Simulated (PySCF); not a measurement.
# Ionisation energy of Te³³⁺ by level of theory

Te³³⁺ [Ar] 3d1 (2D) → Te³⁴⁺ [Ar] (1S), as a difference of total energies. Computed with PySCF 2.14 in an even-tempered Gaussian basis (18 s from 5 bohr⁻², ratio 2.5; 12 p from 6.5 bohr⁻², ratio 2.5; 8 d from 6.5 bohr⁻², ratio 2.5; 4 f from 23 bohr⁻², ratio 2.7; 3 g from 34 bohr⁻², ratio 2.7), with scalar relativity by spin-free X2C-1e. Correlated levels: outer shells: [Ne] frozen; virtual orbitals above 40 to 60 times the deepest correlated orbital energy dropped. The calculations carry no spin-orbit coupling.

```json
{"method": "UHF", "ionisation energy (eV)": "2057.9"}
{"method": "LDA", "ionisation energy (eV)": "2059.0"}
{"method": "PBE", "ionisation energy (eV)": "2059.7"}
{"method": "PBE0", "ionisation energy (eV)": "2059.6"}
{"method": "r2SCAN", "ionisation energy (eV)": "2060.2"}
{"method": "B2PLYP", "ionisation energy (eV)": "2059.3"}
{"method": "M06-2X", "ionisation energy (eV)": "2060.2"}
{"method": "MP2 (outer shells)", "ionisation energy (eV)": "2057.8"}
{"method": "SCS-MP2 (outer shells)", "ionisation energy (eV)": "2057.7"}
```

A first-order spin-orbit estimate (lowest level to lowest level, LS coupling) adds 8.332 eV.

Breit and QED terms and the two-electron picture change are absent.

First order in ζ underestimates the shift of j = l − 1/2 levels at high Z.

For comparison: 2066 ± 5 eV (theoretical estimate listed by NIST; NIST Atomic Spectra Database, ionization energies).
